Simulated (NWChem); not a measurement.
System: CH$_{4}$O$_{3}$Si; SMILES O=CO[SiH2]O

```xyz
9

O      0.6221    -1.5614     0.5775
C     -0.4242    -1.5471    -0.0192
O     -1.0490    -0.4470    -0.4051
Si    -0.3613     1.0731     0.0435
O      1.2320     1.1312    -0.3634
H     -0.9784    -2.4623    -0.3137
H     -0.6217     1.2195     1.4998
H     -1.0920     2.0640    -0.7738
H      1.7393     0.4082     0.0302
```
Atoms are numbered in this order, from 1.

All runs: NWChem. Pople sets run with spherical d functions. Coordinates come from a PBE0/def2-SVP optimisation. Vzz is the largest principal value of the second derivative of the potential at the nucleus (NWChem prints the opposite sign); η is the asymmetry. Non-relativistic.

For level B3LYP/6-31G*:

| Item | Result |
|---|---|
| Vzz O1 (a.u.) | -1.493 |
| Vzz O3 (a.u.) | 1.197 |
| Vzz O5 (a.u.) | 1.266 |

Problem. Estimate the same quantities for level PBE/6-31G*.

Solution. Vzz O1 (a.u.): -1.411
Vzz O3 (a.u.): 1.147
Vzz O5 (a.u.): 1.223
